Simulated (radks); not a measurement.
Q: All-electron atom: the rhenium ion Re1.5+ in [Xe] 4f14 5d4.5 6p1 (fractional occupations, a model configuration). All-electron calculation, scalar-relativistic Kohn-Sham, SCAN, spin-unpolarised, spherical densities, finite nucleus; meta-GGA in the generalised Kohn-Sham scheme; Fermi nuclear charge, rms radius 5.3698 fm. Program: a radial shooting solver on a logarithmic mesh with Libxc functionals. Some entries of the table are withheld. Estimate them.

orbital  occ.  eigenvalue (hartree)  r(max) (bohr)  <r> (bohr)
1s          2             -2636.535        0.01124     0.01804
2s          2             -458.5785        0.06447     0.07618
2p          6             -400.1646        0.05303     0.06834
3s          2             -107.0379         0.1817      0.1972
3p          6             -89.70576         0.1802      0.1978
3d         10             -70.01905         0.1471      0.1794
4s          2             -22.99085         0.4128      0.4404
4p          6             -17.27964         0.4330      0.4682
4d         10             -10.08767         0.4434      0.4999
5s          2              -3.74330         0.9343       1.035
5p          6              -2.31398          1.060         (1)
4f         14              -2.13856         0.4173      0.5799
5d        4.5              -0.71474            (2)       1.762
6p          1              -0.40570          3.069       3.494

A: 
(1) 5p <r> (bohr): 1.203
(2) 5d r(max) (bohr): 1.393
